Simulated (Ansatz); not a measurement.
Worked example: the step energy

An elementary step of AlH₂ClF₂, singlet (AlClF₂ ([F][Al]([F])[Cl]) + H₂ → AlHF₂ ([F][AlH][F]) + HCl (still joined by a long Al–Cl bond); Al–Cl, H–H broken or loosened, Al–H, Cl–H formed or tightened). “Start” and “end” are the PBE0-D4/def2-TZVP structures reached by relaxing down either side of its saddle point, with the molecules still in contact.

Ansatz 0.2.0; basis: def2-TZVPP and def2-QZVPP; cores frozen in the correlated methods.

Energies in eV:

| quantity | end | start |
| --- | --- | --- |
| Hartree–Fock, triple zeta (X = 3) | -24537.52771 | -24538.65610 |
| Hartree–Fock, quadruple zeta (X = 4) | -24538.36524 | -24539.50185 |
| MP2 correlation, X = 3 | -21.53194 | -21.56504 |
| MP2 correlation, X = 4 | -23.60731 | -23.66765 |
| CCSD(T) correlation, X = 3 | -22.90008 | -22.85701 |

**Question.** Work out the step energy at the basis limit: extrapolate Hartree–Fock as E(X) = E∞ + A exp(−7.88 √X) and the MP2 correlation as E(X) = E∞ + B X^−2.97 (the exponents that Neese and Valeev fitted for def2-TZVPP and QZVPP), then add CCSD(T) − MP2 in triple zeta.

**Answer.** Each step is linear, so take the differences first (end − start): Hartree–Fock 1.12839 (X = 3) and 1.13661 (X = 4); MP2 correlation 0.03310 and 0.06034; CCSD(T) correlation -0.04307.
Two points give E∞ = E(4) + w [E(4) − E(3)], with w = 1/(exp(7.88 (2 − √3)) − 1) = 0.1377 for Hartree–Fock and w = 1/((4/3)^2.97 − 1) = 0.7407 for the correlation.
Hartree–Fock: 1.13661 + 0.1377 × 0.00822 = 1.1377 eV.
MP2 correlation: 0.06034 + 0.7407 × 0.02724 = 0.0805 eV.
CCSD(T) − MP2: -0.04307 − 0.03310 = -0.0762 eV.
Sum: 1.1377 + 0.0805 + (-0.0762) = 1.1420 eV, or 26.34 kcal/mol. Plain CCSD(T) in triple zeta gives 1.0853 eV, so the larger basis shifts the result by 0.0567 eV.

The T1 diagnostic stays at or below 0.013.

Labels in which every atom is bracketed show which atoms are joined, not bond orders.

For scale, one of the runs: CCSD(T)/def2-TZVPP, 174 basis functions, launched by `ansatz run in.yaml --threads 2 --pin off --events-out ev --progress --plain --max-ram 4352MiB`. Hardware: 2 CPU threads of an Intel Xeon Platinum 8488C, shared host. Wall time 44 s; peak host memory 1.5 GiB.
